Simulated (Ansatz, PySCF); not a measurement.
Molecule: C2HO, net charge -1, singlet state. It need not be the lowest isomer of its formula. Whether it binds its extra electron was not tested at this geometry. 
Coordinates optimised at B3LYP-D3(BJ)/def2-TZVP (Ansatz, a quantum-chemistry and plane-wave program):
```xyz
4

C      1.1854    -0.3845    -0.1849
C      0.0118     0.0201     0.0060
O     -1.1721     0.2778     0.1494
H      2.1934    -0.0361    -0.1216
```
Charge -1, spin multiplicity 1.

Total electronic energies in hartree. Cores are frozen in the correlated levels unless marked. Spin-orbit coupling is left out. Non-relativistic. CBS marks a two-point X^-3 extrapolation of the correlation energy; Hartree-Fock from the larger set. The bracket is a focal-point correction in the basis named.

```
level                                                                 program  energy (Eh)
-------------------------------------------------------------  --------------  -----------
HF/aug-cc-pVDZ                                                         Ansatz   -151.14216
HF/aug-cc-pVTZ                                                         Ansatz   -151.17810
HF/cc-pwCVTZ                                                           Ansatz   -151.17044
RI-HF/aug-cc-pVTZ                                                      Ansatz   -151.17802
PBE-D4/def2-TZVPD                                              Ansatz + dftd4   -151.90087
BLYP/def2-TZVPD                                                        Ansatz            …
BP86-D4/def2-TZVPD                                              PySCF + dftd4            …
TPSS-D4/def2-TZVPD                                              PySCF + dftd4   -152.09456
PBE0/def2-SVP                                                          Ansatz   -151.70028
PBE0/def2-QZVPP                                                        Ansatz   -151.89943
TPSSh-D3(BJ)/def2-TZVPD                                         PySCF + dftd3   -152.07193
r2SCANh/def2-TZVPD                                                     Ansatz            …
PW6B95-D4/def2-TZVPD                                            PySCF + dftd4   -152.25283
MN15/def2-TZVPD                                                         PySCF   -151.89807
HSE06-D3(BJ)/def2-TZVPD                                        Ansatz + dftd3   -151.88509
wB97X-V/def2-TZVPD                                                     Ansatz   -152.01232
B2PLYP-D4/def2-TZVPD                                           Ansatz + dftd4   -151.95830
MP2/cc-pVDZ                                                            Ansatz   -151.56202
MP2/cc-pVTZ                                                            Ansatz   -151.72402
RI-MP2/aug-cc-pVTZ                                                     Ansatz   -151.74650
CCSD/6-31G                                                             Ansatz   -151.34244
CCSD(T)/cc-pwCVTZ                                                      Ansatz   -151.76311
RI-MP2/CBS(aug-cc-pVTZ,aug-cc-pVQZ)+[CCSD(T)-MP2]/aug-cc-pVTZ          Ansatz    -151.8419
```

**Question.** Complete the blanks.

**Answer.** 
- BLYP/def2-TZVPD, energy (Eh): -152.04291
- BP86-D4/def2-TZVPD, energy (Eh): -152.07972
- r2SCANh/def2-TZVPD, energy (Eh): -151.97546
